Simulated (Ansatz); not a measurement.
Ga(H)(Br)(NH2) (BrGaH3N), SMILES [NH2][GaH][Br].

The structure is a stationary point at B3LYP-D3(BJ)/def2-SVP. The structure was generated by enumeration; whether it is a known compound was not checked. One conformer was computed; it need not be the lowest.

Two levels are set side by side: PBE/def2-SVPD (Ansatz, a quantum-chemistry and plane-wave program) and PBE0/def2-SVPD (Ansatz). Energy differences of separate SCF runs at the same geometry; the states with an electron removed or added have multiplicity 2 and 2. Differences are taken from unrounded values.

| quantity | PBE0 |
|---|---|
| vertical ionisation energy (eV) | 9.81 |
| vertical singlet–triplet gap (eV) | 5.12 |

**Question.** What does PBE give, and how far is it from PBE0? (Estimate from the structure and the level; the computed values follow.)

**Answer.** 
| quantity | PBE | PBE minus PBE0 |
|---|---|---|
| vertical ionisation energy (eV) | 9.55 | -0.26 |
| vertical singlet–triplet gap (eV) | 4.88 | -0.24 |
